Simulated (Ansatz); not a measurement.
System: H₃SiSO, charge 0, doublet. H3SiSO (SMILES O[SiH]S, doublet).
B3LYP-D3(BJ)/def2-TZVP minimum from Ansatz (an electronic-structure program):
```
Si
O 1 1.6489
H 2 0.9627 1 119.55
H 1 1.4977 2 111.65 3 -83.50
S 1 2.1627 4 107.53 2 -118.43
H 5 1.3445 1 93.49 4 -33.79
```
Charge 0, spin multiplicity 2.

Total energies in hartree (Ansatz). UHF or UKS for unpaired electrons; spin-orbit terms are left out. Cores are frozen in correlated methods. No relativity. For partners of very few electrons the exact lower level stands in for a higher one.

```csv
species,HF/cc-pV(T+d)Z,CCSD(T)/cc-pV(T+d)Z,HF/cc-pV(Q+d)Z,CCSD(T)/cc-pV(Q+d)Z,CCSD(T)/cc-pV(D+d)Z,CCSDT(Q)/cc-pV(D+d)Z
"1: H3SiSO (SMILES O[SiH]S, doublet)",-763.17740,-763.75156,-763.19147,-763.80723,-763.56341,-763.56560
2: Si (triplet),-288.85649,-288.93344,-288.85845,-288.93781,-288.91643,-288.91690
3: O (triplet),-74.81176,-74.97396,-74.81729,-74.99357,-74.90995,-74.91013
4: S (triplet),-397.50938,-397.65444,-397.51264,-397.66785,-397.60412,-397.60456
5: H (doublet),-0.49981,-0.49981,-0.49995,-0.49995,-0.49928,-0.49928
```

Q: Work out the atomisation energy (electronic, to ground-state atoms) in kJ/mol: take Hartree-Fock from cc-pV(Q+d)Z, extrapolate the CCSD(T) correlation energy as X^-3 (X = 3, 4), and add CCSDT(Q) - CCSD(T) in cc-pV(D+d)Z. 1 hartree = 2625.5 kJ/mol.

A: 
Species 1: correlation (64·(-0.61576) - 27·(-0.57416))/37 = -0.64612; step -0.00219; E1 = -763.19147 + (-0.64612) + (-0.00219) = -763.83978
Species 2: correlation (64·(-0.07936) - 27·(-0.07695))/37 = -0.08112; step -0.00047; E2 = -288.85845 + (-0.08112) + (-0.00047) = -288.94004
Species 3: correlation (64·(-0.17628) - 27·(-0.16220))/37 = -0.18655; step -0.00018; E3 = -74.81729 + (-0.18655) + (-0.00018) = -75.00402
Species 4: correlation (64·(-0.15521) - 27·(-0.14506))/37 = -0.16262; step -0.00044; E4 = -397.51264 + (-0.16262) + (-0.00044) = -397.67570
Species 5: correlation (64·(0.00000) - 27·(0.00000))/37 = 0.00000; step +0.00000; E5 = -0.49995 + (0.00000) + (+0.00000) = -0.49995
-1·E1 +1·E2 +1·E3 +1·E4 +3·E5 = 0.72017 hartree = 1890.8 kJ/mol.
